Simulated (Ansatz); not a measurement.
System: C3H9BrSi, charge 0, multiplicity 1. 
Structure (B3LYP-D3(BJ)/def2-TZVP (Ansatz, a quantum-chemistry and plane-wave program) minimum search):
SMILES: C[Si](Br)(C)C
```xyz
14

Si    -0.0196     0.0954    -0.8263
C      1.6956    -0.2681    -1.4672
C     -1.2730    -1.1157    -1.4948
C     -0.5205     1.8607    -1.1690
Br     0.0337    -0.1643     1.4232
H      2.4279     0.4157    -1.0355
H      1.9974    -1.2874    -1.2219
H      1.7233    -0.1560    -2.5546
H     -0.9952    -2.1419    -1.2497
H     -1.3369    -1.0299    -2.5830
H     -2.2632    -0.9238    -1.0791
H     -0.5612     2.0385    -2.2472
H      0.1939     2.5617    -0.7349
H     -1.5046     2.0767    -0.7506
```
Charge 0, spin multiplicity 1.

Basis-set convergence of Hartree-Fock and CCSD correlation energies (hartree) with Ansatz. Correlated levels leave the core frozen unless marked. Spin-orbit coupling is left out. Frozen are the shells of the preceding noble gas and the d and f shells that filled before the atom's block. Non-relativistic.

```
basis       functions        E(HF)  E(corr, CCSD)
----------  ---------  -----------  -------------
def2-SVP          137  -2979.79300       -0.72151
def2-TZVPP        309          [?]            [?]
```

Question: Some entries are withheld; supply them.

Answer: 
- def2-TZVPP, E(HF): -2980.34576
- def2-TZVPP, E(corr, CCSD): -0.88428
